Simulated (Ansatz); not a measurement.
Input file for BClH5NSi, SMILES `BN[SiH2]Cl`:

```yaml
crystal:
  periodic: [false, false, false]
  atoms:
    - {symbol: B, position_ang: [-0.106021, 1.571541, 0.033628]}
    - {symbol: N, position_ang: [-0.041056, 0.289577, 0.599164]}
    - {symbol: Si, position_ang: [-0.027538, -1.200389, -0.279158]}
    - {symbol: Cl, position_ang: [1.841063, -2.055996, -0.253395]}
    - {symbol: H, position_ang: [-0.168519, 1.672338, -1.157473]}
    - {symbol: H, position_ang: [-0.103888, 2.533028, 0.745553]}
    - {symbol: H, position_ang: [0.022459, 0.230998, 1.606651]}
    - {symbol: H, position_ang: [-0.934104, -2.175702, 0.366146]}
    - {symbol: H, position_ang: [-0.393796, -0.911693, -1.678218]}
basis:
  gaussian: {orbitals: def2-SVP}
correlation: {method: ccsd_t}
```

```sh
$ ansatz run in.yaml --threads 2 --pin off --events-out ev --progress --plain
```

Log, shortened:

```
Functional definition: HF
869 factors; integrals over basis functions are off by at most 1.1e-3 eV
mean field evaluation 1: about -22591.0936 eV, gradient 2.9e1 eV
mean field evaluation 2: about -22591.1318 eV, gradient 2.9e1 eV
mean field evaluation 4: about -22593.3553 eV, gradient 3.1e0 eV
mean field evaluation 8: about -22593.3867 eV, gradient 5.6e-5 eV
mean field -22593.38672841 eV, -830.2916479215 hartree, gradient 3.2e-6 eV, S^2 0.000000; 0 other end points of the search recorded, 0 dependent functions left out
12 core orbitals not correlated: weight in the atoms' cores, before any rotation towards them, 1.000 or more for the frozen orbitals, at most 0.000 for the correlated occupied ones
reference -22593.38672841 eV, -830.2916479215 hartree; 12, 12 occupied and 65, 65 virtual orbitals, 869 factors
second order -13.13434225 eV of doubles, -0.00000000 eV of singles
cycle   1  -14.04690913 eV  change   -9.1e-1 eV  update   8.3e-2
cycle   2  -14.44038381 eV  change   -3.9e-1 eV  update   2.5e-2
cycle   3  -14.50295288 eV  change   -6.3e-2 eV  update   1.1e-2
cycle   4  -14.49765158 eV  change    5.3e-3 eV  update   3.7e-3
cycle   5  -14.49757982 eV  change    7.2e-5 eV  update   1.4e-3
cycle   6  -14.49744326 eV  change    1.4e-4 eV  update   4.0e-4
cycle   7  -14.49742071 eV  change    2.3e-5 eV  update   1.2e-4
cycle   8  -14.49745017 eV  change   -2.9e-5 eV  update   4.2e-5
cycle   9  -14.49745064 eV  change   -4.8e-7 eV  update   1.2e-5
perturbative correction -0.36336118 eV, -0.0133532769 hartree
Total energy: -22608.24754023 eV, -830.8377726829 hartree
```

Run time 1.6 s (2 threads of a server CPU on a shared host); peak host memory 0.29 GiB.

Correlation energy per correlated electron: -0.619 eV. T1 diagnostic: 0.0119.
